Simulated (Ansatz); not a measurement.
Geometry optimisation, RKS LDA/def2-SVP in Ansatz.

Input:

```yaml
crystal:
  periodic: [false, false, false]
  atoms:
    - { symbol: Ge, position_ang: [0.0, 0.0, 0.0] }
    - { symbol: H, position_ang: [0.0, 0.0, 1.55] }
    - { symbol: H, position_ang: [1.4616, 0.0, -0.5162] }
    - { symbol: H, position_ang: [-0.73, 1.2648, -0.5162] }
    - { symbol: Ge, position_ang: [-1.1304, -1.9584, -0.7992] }
    - { symbol: H, position_ang: [-1.8281, -2.673, 0.3861] }
    - { symbol: H, position_ang: [-2.1918, -1.5497, -1.8522] }
    - { symbol: H, position_ang: [-0.1029, -2.92, -1.4487] }
basis:
  gaussian: { orbitals: def2-SVP }
hamiltonian:
  xc: lda
relax:
  f_tol: 0.02
  max_steps: 40
```

Run as:

```bash
$ ansatz run input.yaml --threads 2 --pin off --max-ram 3072MiB --backend cpu --events-out ev --progress --plain --runs-dir out
```

Problem. Where does it end, and by what steps?

Solution. It converged. The force dipped under the threshold on the way, but the program's further checks kept it going. After 12 steps the energy has fallen by 0.036 eV; H2 moved furthest, 0.63 Å.

```tsv
step	energy less start (eV)	largest force component (eV/Å)	accepted
0	0.0000	0.126	yes
1	-0.0063	0.037	yes
2	-0.0093	0.178	yes
3	-0.0174	0.027	yes
4	-0.0128	0.267	no
5	-0.0226	0.040	yes
6	-0.0262	0.097	yes
7	-0.0285	0.113	yes
8	-0.0312	0.080	yes
9	-0.0320	0.136	yes
10	-0.0355	0.016	yes
11	-0.0362	0.019	yes
12	-0.0364	0.009	yes
```

```xyz
8
Properties=species:S:1:pos:R:3
Ge -0.002 -0.003 -0.001
H 0.562 -0.247 1.417
H 1.172 0.363 -0.937
H -0.974 1.196 0.057
Ge -1.129 -1.956 -0.798
H -2.294 -2.329 0.145
H -1.703 -1.709 -2.211
H -0.153 -3.151 -0.867
```

Time of the run: 9 s on 2 threads of AMD EPYC 7R43 64-Core Processor (Zen 3) (shared host), peak memory 0.14 GiB.
